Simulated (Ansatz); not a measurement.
Steps of a relaxation of FH6NOSi2, SMILES `N[SiH2][SiH](O)F` with RKS PBE0-D4/def2-TZVP.

```sh
$ ansatz run in.yaml --threads 4 --pin off --events-out ev --progress --plain --max-ram 10444MiB
```

```yaml
crystal:
  periodic: [false, false, false]
  atoms:
    - {symbol: N, position_ang: [-1.440361, -0.360703, -0.573709]}
    - {symbol: Si, position_ang: [0.243103, -0.061247, -1.099823]}
    - {symbol: Si, position_ang: [1.179184, 0.258759, 1.047758]}
    - {symbol: O, position_ang: [-0.212089, 0.134445, 1.961411]}
    - {symbol: F, position_ang: [1.836773, 1.763243, 1.144181]}
    - {symbol: H, position_ang: [-1.649303, -1.328083, -0.299167]}
    - {symbol: H, position_ang: [-2.174402, -0.049813, -1.220003]}
    - {symbol: H, position_ang: [0.843966, -1.142499, -1.969011]}
    - {symbol: H, position_ang: [0.201570, 1.214751, -1.896604]}
    - {symbol: H, position_ang: [2.221662, -0.673143, 1.585914]}
    - {symbol: H, position_ang: [-0.984603, 0.187291, 1.339852]}
basis:
  gaussian: {orbitals: def2-TZVP}
hamiltonian: {xc: pbe0, dispersion: d4}
relax: {f_tol: 0.005, max_steps: 150}
```

Positions (Å) and forces (eV/Å) along the path, 11 of 12 steps:

```xyz
11
step=1 energy=-22100.8679 eV
N    -1.440   -0.361   -0.574   -0.002   -0.345   -0.555
Si    0.243   -0.061   -1.100   -0.459    0.023   -0.042
Si    1.179    0.259    1.048   -0.197    0.815    0.535
O    -0.212    0.134    1.961    0.347    0.159   -0.976
F     1.837    1.763    1.144   -0.497   -1.177   -0.043
H    -1.649   -1.328   -0.299    0.125    0.585   -0.170
H    -2.174   -0.050   -1.220    0.475   -0.185    0.395
H     0.844   -1.142   -1.969   -0.156    0.226    0.233
H     0.202    1.215   -1.897    0.018   -0.284    0.168
H     2.222   -0.673    1.586   -0.230    0.237   -0.087
H    -0.985    0.187    1.340    0.575   -0.054    0.543
11
step=2 energy=-22100.9386 eV
N    -1.459   -0.370   -0.617    0.270   -0.115   -0.225
Si    0.225   -0.051   -1.082   -0.449   -0.117   -0.039
Si    1.177    0.258    1.046   -0.026    0.691    0.415
O    -0.171    0.157    2.002    0.093    0.031   -0.723
F     1.845    1.741    1.114   -0.328   -0.710   -0.009
H    -1.666   -1.331   -0.360    0.032    0.182   -0.023
H    -2.167   -0.062   -1.276    0.141   -0.013    0.145
H     0.830   -1.129   -1.923    0.001    0.058    0.050
H     0.193    1.207   -1.880    0.038   -0.056    0.058
H     2.216   -0.654    1.584   -0.046    0.023   -0.062
H    -0.957    0.176    1.412    0.273    0.026    0.412
11
step=3 energy=-22100.9612 eV
N    -1.441   -0.389   -0.629    0.144    0.104   -0.135
Si    0.219   -0.063   -1.097   -0.168    0.031    0.208
Si    1.151    0.276    1.030    0.209    0.046    0.253
O    -0.155    0.156    2.016   -0.006    0.070   -0.300
F     1.829    1.726    1.142   -0.086   -0.005   -0.073
H    -1.654   -1.345   -0.394   -0.055   -0.153    0.103
H    -2.152   -0.049   -1.255   -0.130    0.061   -0.083
H     0.835   -1.137   -1.917    0.086   -0.068   -0.056
H     0.204    1.192   -1.879   -0.015    0.091   -0.105
H     2.187   -0.648    1.528    0.090   -0.123    0.025
H    -0.959    0.226    1.476   -0.068   -0.053    0.161
11
step=4 energy=-22100.9724 eV
N    -1.458   -0.383   -0.649    0.125    0.025   -0.051
Si    0.209   -0.059   -1.082   -0.070   -0.011    0.069
Si    1.167    0.271    1.040    0.034   -0.003    0.067
O    -0.143    0.154    2.019    0.011    0.009   -0.143
F     1.823    1.729    1.126    0.008    0.055   -0.008
H    -1.676   -1.333   -0.388   -0.042   -0.058    0.054
H    -2.161   -0.055   -1.294   -0.056    0.033   -0.020
H     0.842   -1.132   -1.895    0.048   -0.047   -0.050
H     0.200    1.193   -1.877    0.000    0.056   -0.050
H     2.211   -0.648    1.538    0.043   -0.055    0.007
H    -0.948    0.206    1.482   -0.101   -0.004    0.124
11
step=5 energy=-22100.9779 eV
N    -1.462   -0.384   -0.676    0.165    0.134   -0.046
Si    0.210   -0.060   -1.087   -0.161   -0.010    0.032
Si    1.162    0.269    1.039    0.085   -0.017    0.031
O    -0.130    0.137    2.038    0.117    0.000    0.004
F     1.814    1.729    1.125   -0.018    0.052   -0.010
H    -1.688   -1.318   -0.376   -0.043   -0.138    0.068
H    -2.163   -0.069   -1.328   -0.035    0.024   -0.033
H     0.854   -1.132   -1.898    0.052   -0.029   -0.022
H     0.206    1.191   -1.887    0.007    0.029   -0.020
H     2.218   -0.646    1.523    0.011   -0.052    0.008
H    -0.956    0.227    1.550   -0.181    0.007   -0.011
11
step=6 energy=-22100.9811 eV
N    -1.467   -0.384   -0.698   -0.001   -0.046    0.004
Si    0.202   -0.060   -1.091    0.017   -0.013    0.023
Si    1.160    0.261    1.031    0.026    0.010    0.007
O    -0.118    0.127    2.048   -0.044    0.010    0.004
F     1.807    1.727    1.107   -0.016   -0.022    0.010
H    -1.702   -1.303   -0.348    0.044    0.027    0.012
H    -2.165   -0.104   -1.370   -0.023    0.038   -0.038
H     0.878   -1.119   -1.898   -0.009   -0.001   -0.021
H     0.218    1.204   -1.872   -0.027   -0.001   -0.035
H     2.217   -0.661    1.509   -0.010    0.002    0.005
H    -0.966    0.255    1.603    0.044   -0.004    0.029
11
step=7 energy=-22100.9820 eV
N    -1.468   -0.381   -0.718   -0.023   -0.047    0.029
Si    0.203   -0.059   -1.095   -0.026    0.007   -0.026
Si    1.157    0.261    1.032    0.039   -0.012   -0.009
O    -0.107    0.114    2.064   -0.166    0.020   -0.032
F     1.800    1.727    1.113   -0.015    0.005    0.002
H    -1.706   -1.286   -0.335    0.029    0.047   -0.017
H    -2.164   -0.114   -1.399    0.015    0.003   -0.002
H     0.882   -1.118   -1.901    0.004    0.000    0.005
H     0.214    1.197   -1.891    0.000   -0.006    0.002
H     2.220   -0.659    1.501   -0.016   -0.003   -0.005
H    -0.967    0.263    1.649    0.159   -0.014    0.054
11
step=8 energy=-22100.9826 eV
N    -1.467   -0.381   -0.716   -0.019   -0.004   -0.012
Si    0.201   -0.055   -1.098    0.009    0.004    0.028
Si    1.157    0.259    1.033   -0.001    0.000   -0.035
O    -0.109    0.119    2.064   -0.021   -0.010    0.014
F     1.804    1.722    1.118    0.000    0.002    0.000
H    -1.697   -1.285   -0.328    0.010    0.001    0.005
H    -2.162   -0.128   -1.403    0.005    0.002    0.005
H     0.884   -1.112   -1.904    0.003   -0.002   -0.003
H     0.209    1.201   -1.893    0.000    0.003   -0.002
H     2.212   -0.670    1.499   -0.002   -0.001    0.003
H    -0.965    0.273    1.649    0.016    0.008   -0.003
11
step=10 energy=-22100.9828 eV
N    -1.466   -0.389   -0.720   -0.007    0.001   -0.001
Si    0.200   -0.049   -1.100    0.001   -0.002    0.002
Si    1.153    0.254    1.030    0.004    0.001    0.009
O    -0.113    0.127    2.064   -0.004   -0.003   -0.001
F     1.817    1.710    1.119    0.001   -0.001   -0.004
H    -1.685   -1.284   -0.307    0.004    0.009   -0.006
H    -2.163   -0.159   -1.413    0.002   -0.005    0.002
H     0.893   -1.094   -1.913   -0.001    0.002   -0.001
H     0.200    1.213   -1.887   -0.002   -0.003    0.000
H     2.196   -0.690    1.495   -0.001    0.001    0.001
H    -0.967    0.303    1.653    0.005   -0.001    0.000
11
step=11 energy=-22100.9828 eV rejected
N    -1.468   -0.389   -0.723   -0.006   -0.001    0.003
Si    0.198   -0.047   -1.100    0.008   -0.011   -0.010
Si    1.153    0.252    1.031   -0.012    0.013    0.006
O    -0.112    0.127    2.066    0.003   -0.005    0.000
F     1.820    1.707    1.118    0.004   -0.003   -0.001
H    -1.684   -1.282   -0.303    0.001    0.007   -0.005
H    -2.163   -0.168   -1.421    0.006   -0.004    0.007
H     0.894   -1.089   -1.914   -0.001    0.000   -0.001
H     0.197    1.215   -1.886    0.000    0.002    0.004
H     2.195   -0.693    1.496   -0.002    0.001   -0.003
H    -0.965    0.308    1.657   -0.002    0.001    0.001
11
step=12 energy=-22100.9829 eV
N    -1.467   -0.388   -0.721   -0.004    0.002    0.000
Si    0.199   -0.049   -1.100    0.001   -0.001   -0.002
Si    1.153    0.253    1.031   -0.001    0.003    0.004
O    -0.112    0.127    2.065    0.004   -0.003   -0.001
F     1.818    1.709    1.118    0.001   -0.002   -0.002
H    -1.685   -1.283   -0.306    0.001    0.000   -0.001
H    -2.162   -0.163   -1.417    0.001   -0.002    0.001
H     0.892   -1.092   -1.915    0.001    0.000    0.001
H     0.199    1.214   -1.886    0.000    0.001    0.000
H     2.195   -0.691    1.496    0.000    0.001    0.001
H    -0.966    0.305    1.655   -0.003    0.001   -0.001
```

It took 33 s on 4 threads of an Arm Neoverse V2 on a shared host, with 0.54 GiB of host memory at the peak.
